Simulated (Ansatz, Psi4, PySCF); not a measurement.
FIn, charge +1, doublet, geometry from GFN2-xTB (such geometries of metal compounds can be far from the true shape) (a state made from the parent by changing its charge; the spin is typed, not shown lowest) (core potentials on In). Base run: PySCF with CAMB3LYP/def2-SVPD.

The PySCF input:
```python
from pyscf import gto, scf, dft

mol = gto.M(
    atom='''
In   -0.00000000   -0.00000000   -0.35495561
F     0.00000000    0.00000000    1.93253608
''',
    basis='def2-svpd',
    ecp={'In': 'def2-svpd'},
    charge=1,
    spin=1,
    verbose=3,
)

mf = dft.UKS(mol)
mf.xc = 'camb3lyp'
mf.kernel()
```

The same geometry, method and basis name were run in Ansatz (a first-principles code) and Psi4 and PySCF, at each program's defaults and at the settings that a row names. The base is PySCF at its defaults. Differences at the defaults can come from grids, fitting, cores and function types together. The rows with settings made alike still differ; the cause (another SCF solution, basis table, core potential or functional code) wasn't traced.

```json
[
 {"code and settings": "PySCF, defaults (exact integrals, its default grid, spherical functions)", "ΔE vs base (mEh)": "0.000", "basis functions": "55", "E (Eh)": "-289.49781", "SCF cycles": "10"},
 {"code and settings": "Psi4, defaults (density fitting with its default set, its default grid, spherical functions)", "ΔE vs base (mEh)": "-31.236", "basis functions": "55", "E (Eh)": "-289.52904", "SCF cycles": "11"},
 {"code and settings": "Ansatz, defaults (factorised integrals, its default grid, spherical functions)", "ΔE vs base (mEh)": "-31.173", "basis functions": "55", "E (Eh)": "-289.52898", "SCF cycles": "-"},
 {"code and settings": "PySCF, density fitting with def2-universal-jkfit", "ΔE vs base (mEh)": "-0.030", "basis functions": "55", "E (Eh)": "-289.49784", "SCF cycles": "11"},
 {"code and settings": "PySCF, fine grid", "ΔE vs base (mEh)": "-0.007", "basis functions": "55", "E (Eh)": "-289.49781", "SCF cycles": "10"},
 {"code and settings": "Psi4, exact integrals, spherical functions, fine grid", "ΔE vs base (mEh)": "-31.174", "basis functions": "55", "E (Eh)": "-289.52898", "SCF cycles": "14"},
 {"code and settings": "Ansatz, high accuracy", "ΔE vs base (mEh)": "-31.173", "basis functions": "55", "E (Eh)": "-289.52898", "SCF cycles": "-"}
]
```

Open shells are given as the SCF converged; they aren't shown to be the lowest states, and a large step between rows can be another state.
